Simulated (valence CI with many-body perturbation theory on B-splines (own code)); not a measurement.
Level structure of Sn⁴⁴⁺

Calculated by relativistic CI+MBPT: four valence electrons over a frozen Dirac-Fock core [He], a basis of 11 s, 11 p, 9 d, 7 f, 5 g, 2 h, 1 i functions for each j, with the one-electron correlation potential Σ1 (screened to all orders), the two-electron term Σ2, the three-electron term Σ3, Breit, model QED; selected single and double excitations, second order for the rest (own B-spline code, finite nucleus).

No measured spectrum was set against this ion. As an estimate, large intervals hold to a few tenths of a per cent, small ones and those within an open d or f shell to about a per cent. Among the levels kept, up to 270 cm⁻¹ of a level comes from second order outside the variational space, and about a tenth of that is noise between levels of different J, which matters for small intervals.

Levels 91 to 111 of 111, with energies above the lowest level, (2s^2 2p1/2^2) J=0. "Leading %" is the weight of the configuration and term that name the level; weights of strongly mixed levels are sums over their largest components and can fall short. In the jj column 3d3/2^4 stands for four electrons in 3d with j = 3/2. Lifetimes count E1, E2, E3, M1 and M2 decay at the calculated energies, and are blank where another channel may lead or the interval is too uncertain; long ones can be off by a factor of two.

```csv
No.,Configuration,Term,J,E (eV),Leading %,Second component,Lifetime,g,Leading jj
91,2s2p²3p,³P°,1,4808.0,36,27 % 2s2p²3p ³S°,22.2 fs,1.370,2s 2p1/2 2p3/2 3p3/2 (91 %)
92,2s2p²3p,³P°,0,4809.2,83,17 % 2s2p²3p ¹S°,440 fs,,2s 2p1/2 2p3/2 3p3/2 (99 %)
93,2s2p²3p,¹D°,2,4809.7,37,34 % 2s2p²3p ³D°,22.6 fs,1.118,2s 2p1/2 2p3/2 3p3/2 (96 %)
94,2s2p²3d,⁵P,2,4812.5,28,25 % 2s2p²3d ³D,2.60 fs,1.406,2s 2p1/2 2p3/2 3d3/2 (94 %)
95,2s2p²3d,³P,1,4815.3,34,19 % 2s2p²3d ³D,3.07 fs,1.369,2s 2p1/2 2p3/2 3d3/2 (59 %)
96,2s2p²3p,³P°,1,4815.4,54,22 % 2s2p²3p ¹P°,217 fs,1.215,2s 2p1/2 2p3/2 3p3/2 (96 %)
97,2s2p²3d,³F,3,4815.4,42,24 % 2s2p²3d ⁵D,2.50 fs,1.250,2s 2p1/2 2p3/2 3d5/2 (49 %)
98,2s2p²3d,⁵P,1,4816.5,31,21 % 2s2p²3d ³D,3.03 fs,1.569,2s 2p1/2 2p3/2 3d5/2 (57 %)
99,2s2p²3d,³G,5,4817.0,52,48 % 2s2p²3d ⁵F,88.4 ps,1.284,2s 2p1/2 2p3/2 3d5/2 (98 %)
100,2s2p²3d,³F,2,4832.2,39,36 % 2s2p²3d ³P,8.71 fs,1.103,2s 2p1/2 2p3/2 3d5/2 (69 %)
101,2s2p²3d,³D,3,4834.2,55,23 % 2s2p²3d ¹F,3.69 fs,1.250,2s 2p1/2 2p3/2 3d5/2 (88 %)
102,2s2p²3d,³F,4,4840.4,53,28 % 2s2p²3d ¹G,2.76 fs,1.190,2s 2p1/2 2p3/2 3d5/2 (84 %)
103,2p³3s,³P°,2,4843.0,39,28 % 2p³3s ⁵S°,40.0 fs,1.520,2p1/2^2 2p3/2 3s (87 %)
104,2s2p²3d,³D,1,4843.8,58,14 % 2s2p²3d ¹P,3.31 fs,0.857,2s 2p1/2 2p3/2 3d5/2 (87 %)
105,2s2p²3d,³G,3,4847.8,54,20 % 2s2p²3d ¹F,28.9 fs,0.897,2s 2p1/2 2p3/2 3d3/2 (97 %)
106,2s2p²3d,³P,0,4849.3,74,22 % 2s2p²3d ¹S,2.98 fs,,2s 2p1/2 2p3/2 3d5/2 (94 %)
107,2p³3s,³D°,1,4850.7,26,25 % 2p³3s ¹P°,20.9 fs,1.207,2p1/2^2 2p3/2 3s (88 %)
108,2s2p²3d,³F,2,4854.3,43,26 % 2s2p²3d ¹D,4.96 fs,0.915,2s 2p1/2 2p3/2 3d3/2 (70 %)
109,2s2p²3d,³D,1,4854.9,57,18 % 2s2p²3d ¹P,12.2 fs,0.680,2s 2p1/2 2p3/2 3d3/2 (92 %)
110,2s2p²3d,¹D,2,4863.7,32,18 % 2s2p²3d ³F,2.31 fs,0.994,2s 2p1/2 2p3/2 3d3/2 (86 %)
111,2s2p²3s,⁵P,3,4866.0,38,33 % 2s2p²3s ³D,29.9 fs,1.410,2s 2p3/2^2 3s (70 %)
```

Where two levels of one J and parity lie close, their mixing, g and order are uncertain.
